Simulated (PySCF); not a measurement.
**Static response to an electric field**

Compound: C4H6F2O.
SMILES with atom numbers: `[CH3:1][C:2]([CH3:3])([F:4])[C:5](=[O:6])[F:7]` (hydrogens: H8, H9, H10 on C1; H11, H12, H13 on C3)

Cartesian coordinates in Å at the GFN2-xTB level; atoms count from 1:
```xyz
13
C4H6F2O angstrom
C     -1.2008   -0.5540    0.4960
C     -0.1013    0.0172   -0.3974
C      1.2678   -0.6045   -0.1247
F     -0.4372   -0.2283   -1.7183
C     -0.0240    1.5214   -0.2395
O     -0.1667    2.3826   -1.0246
F      0.2695    1.8296    1.0614
H     -0.9860   -0.3368    1.5383
H     -2.1616   -0.1209    0.2272
H     -1.2522   -1.6307    0.3547
H      2.0028   -0.2043   -0.8199
H      1.5796   -0.3899    0.8934
H      1.2056   -1.6810   -0.2644
```

Level: CAM-B3LYP/def2-SVPD (PySCF), static field, nuclei fixed, core orbitals frozen in the response. The polarisability tensor in these axes (au):

```
x   49.88 -0.51  0.26
y   -0.51 56.15 -3.04
z    0.26 -3.04 52.05
```

Problem. Give the principal values, the mean and the anisotropy Δα = √{½[(α1 − α2)² + (α2 − α3)² + (α1 − α3)²]}.

Solution. Principal values 49.84, 50.43 and 57.81 au; mean 52.69 au = 7.81 Å³ = 8.69 × 10⁻⁴⁰ C²·m²/J; Δα = 7.69 au (15 % of the mean).

Problem. What is the dipole moment, and where does it point?

Solution. (0.43, -2.81, 2.03) D, 3.50 D in size, pointing from the negative to the positive side. Measured along this direction, the outermost atoms are O6 at the negative end and H10 and H13 at the positive end.

Problem. Rayleigh depolarisation ratio (linearly polarised light, static tensor)?

Solution. ρ = 3Δα²/(45ᾱ² + 4Δα²) = 177.6/(124947 + 236.8) = 0.00142.

Problem. Along which axes do the principal values lie, and how far do the nuclei extend along each?

Solution. Largest value along (-0.07, 0.88, -0.47), where the nuclei span 4.10 Å; middle along (-0.02, 0.47, 0.88), 3.41 Å; least along (1.00, 0.07, -0.02), 4.16 Å. 

Problem. In TDDFT the mean static polarisability is Σ f/ω² over all singlet excitations (ω in hartree). How much of it do the 8 lowest give? Their energies (eV) and oscillator strengths: 6.03, 0.0028; 8.40, 0.0075; 8.52, 0.0682; 8.84, 0.0205; 9.36, 0.0632; 9.74, 0.0445; 9.89, 0.0019; 9.94, 0.0953.

Solution. They add up to 2.64 au, 5.0 % of the 52.69 au; the largest single term is 0.71 au, from the state at 9.94 eV. Terms in order: 0.06, 0.08, 0.70, 0.19, 0.53, 0.35, 0.01, 0.71 au. Higher excitations give the rest. The strengths listed sum to 0.304.

Problem. What would n − 1 = 2πNα be for an ideal gas of these molecules at 273.15 K and 1 atm, electronic part alone?

Solution. N = p/kT = 2.6868 × 10¹⁹ cm⁻³, so n − 1 = 2π × N × 7.81 × 10⁻²⁴ cm³ = 1318 × 10⁻⁶ at long wavelengths.

Problem. Traceless (Buckingham) quadrupole moment about the centre of nuclear charge: eigenvalues?

Solution. -5.59, -1.92, 7.51 D·Å. The values depend on the origin, since the dipole doesn't vanish. The electronic extent ⟨r²⟩ about the same centre is 690 bohr², a root-mean-square distance of 1.86 Å for the 56 electrons.

Isolated species at its GFN2-xTB geometry (one conformer only).
